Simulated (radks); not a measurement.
Ni2+, 26 electrons, occupied as [Ar] 3d8. Method: non-relativistic Kohn-Sham, TASK exchange with Perdew-Wang LDA correlation, spin-polarised, spherical densities, point nucleus; open shells are filled with parallel spins first; meta-GGA in the generalised Kohn-Sham scheme; computed with a radial shooting solver on a logarithmic mesh with Libxc functionals.

Unscreened Slater integrals over Kohn-Sham orbitals (cm^-1). They are taken over the spin-up orbitals.

integral,value
"F0(3d,3d)",218520
"F2(3d,3d)",100760
"F4(3d,3d)",62622
"F0(3d,3p)",233760
"F2(3d,3p)",110160
"G1(3d,3p)",136460
"G3(3d,3p)",82654
"F0(3d,3s)",237820
"G2(3d,3s)",103220
"F0(3p,3p)",252900
"F2(3p,3p)",126170
"F0(3p,3s)",257490
"G1(3p,3s)",170240
"F0(3s,3s)",262490

Derived for the open shells (J is the average intra-shell exchange parameter used in DFT+U). 3d: Racah B = F2/49 - 5 F4/441 = 1346 cm^-1, C = 35 F4/441 = 4970 cm^-1, C/B = 3.69, F4/F2 = 0.621, J = (F2 + F4)/14 = 11670 cm^-1.
